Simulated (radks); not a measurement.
The numbers below are computed, except where a source is named.
All-electron atom: Pm3+ in [Xe] 4f3.5 5f0.5 (fractional occupations, a model configuration).

Code: a radial shooting solver on a logarithmic mesh with Libxc functionals. Model: Dirac Kohn-Sham, LDA (Slater exchange, Perdew-Wang correlation), spin-unpolarised, spherical densities, finite nucleus; open shells are shared between the two j in proportion to 2j + 1; Fermi nuclear charge, rms radius 4.962 fm.

Energy parts (Ry):
| part | energy |
|---|---|
| total | -20035.0546 |
| kinetic | 21657.4641 |
| electron-nucleus | -48876.0333 |
| Hartree | 7625.9247 |
| exchange-correlation | -442.4101 |

Orbitals (lengths in bohr, moments of r in powers of bohr; <r^-3> diverges for s and p1/2; r(max) is where P^2 peaks):
| orbital | occ. | eigenvalue (Ry) | <r^-3> | r(max) | <r^2> | <r^4> |
|---|---|---|---|---|---|---|
| 1s1/2 | 2 | -3305.038 | - | 0.01480 | 0.0007328 | 1.421e-06 |
| 2s1/2 | 2 | -539.5570 | - | 0.08403 | 0.01152 | 0.0002295 |
| 2p1/2 | 2 | -511.3350 | - | 0.06371 | 0.008397 | 0.0001430 |
| 2p3/2 | 4 | -470.2156 | 8402 | 0.06926 | 0.009644 | 0.0001827 |
| 3s1/2 | 2 | -119.8939 | - | 0.2391 | 0.07767 | 0.009133 |
| 3p1/2 | 2 | -107.7602 | - | 0.2259 | 0.07269 | 0.008385 |
| 3p3/2 | 4 | -99.49800 | 1738 | 0.2378 | 0.07999 | 0.01008 |
| 3d3/2 | 4 | -78.31424 | 289.0 | 0.1898 | 0.06457 | 0.007485 |
| 3d5/2 | 6 | -76.52247 | 260.0 | 0.1931 | 0.06663 | 0.007927 |
| 4s1/2 | 2 | -26.04397 | - | 0.5519 | 0.3954 | 0.2274 |
| 4p1/2 | 2 | -21.41986 | - | 0.5581 | 0.4183 | 0.2616 |
| 4p3/2 | 4 | -19.58968 | 386.0 | 0.5835 | 0.4581 | 0.3137 |
| 4d3/2 | 4 | -11.95652 | 54.09 | 0.5961 | 0.5319 | 0.4586 |
| 4d5/2 | 6 | -11.62849 | 48.09 | 0.6043 | 0.5475 | 0.4859 |
| 5s1/2 | 2 | -5.42345 | - | 1.263 | 2.159 | 6.763 |
| 5p1/2 | 2 | -4.10122 | - | 1.368 | 2.644 | 10.41 |
| 5p3/2 | 4 | -3.81490 | 60.10 | 1.435 | 2.910 | 12.60 |
| 4f5/2 | 1.5 | -2.80696 | 6.579 | 0.6178 | 1.021 | 2.478 |
| 4f7/2 | 2 | -2.76586 | 6.387 | 0.6223 | 1.041 | 2.580 |
| 5d3/2 | 0 | -2.02337 | 5.278 | 1.820 | 5.206 | 43.08 |
| 5d5/2 | 0 | -1.99179 | 4.681 | 1.848 | 5.354 | 45.50 |
| 6s1/2 | 0 | -1.74014 | - | 2.932 | 11.15 | 174.9 |
| 6p1/2 | 0 | -1.39928 | - | 3.360 | 14.64 | 302.0 |
| 6p3/2 | 0 | -1.34528 | 11.51 | 3.507 | 15.78 | 349.1 |
| 5f5/2 | 0.214286 | -0.80653 | 0.2501 | 3.939 | 22.22 | 749.9 |
| 5f7/2 | 0.285714 | -0.80501 | 0.2482 | 3.954 | 22.34 | 757.6 |
| 6f5/2 | 0 | -0.47256 | 0.1472 | 8.264 | 72.48 | 7500 |
| 6f7/2 | 0 | -0.47165 | 0.1458 | 8.282 | 72.79 | 7562 |

The highest occupied level is 5f7/2 at -10.953 eV. The configuration is held as typed, so some empty levels lie below it. The density falls to 0.001 e/bohr^3 at r = 3.69 bohr. The electron density at the nucleus is 4.907e+05 e/bohr^3. Summed over all electrons, <r^2> = 46.24 bohr^2, which gives a Langevin (diamagnetic) susceptibility term of -36.6 x 10^-6 cm^3/mol.
